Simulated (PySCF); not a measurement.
**Polarisability and C₆ of Al²⁺ (aluminium, charge +2)**

[Ne] 3s1, 2S determinant. Calculation: PySCF 2.14, in aug-cc-pCVQZ-DK (10s9p7d5f3g, 134 functions); scalar relativity by spin-free X2C-1e. Coupled (time-dependent) response in atomic units; α is the mean over directions.

```csv
method,mean α (bohr³),C₆ (like pair),S(−4)
UHF,15.27,43.38,264.8
PBE,13.51,36.08,209.7
PBE0,14.03,38.18,226.0
```

S(−4) is the Cauchy moment in α(ω) = α(0) + S(−4) ω² + …

α(iu) at UHF:

| u (hartree) | α(iu) (bohr³) |
| --- | --- |
| 0 | 15.27 |
| 0.0500 | 14.64 |
| 0.100 | 13.02 |
| 0.200 | 9.078 |
| 0.300 | 6.092 |
| 0.500 | 3.078 |
| 0.750 | 1.672 |
| 1.00 | 1.090 |
| 1.50 | 0.6274 |
| 2.00 | 0.4434 |
| 3.00 | 0.2837 |
| 5.00 | 0.1600 |

For an ion, C₆ is the dispersion term alone; charge-induced terms of lower order in 1/R come first.
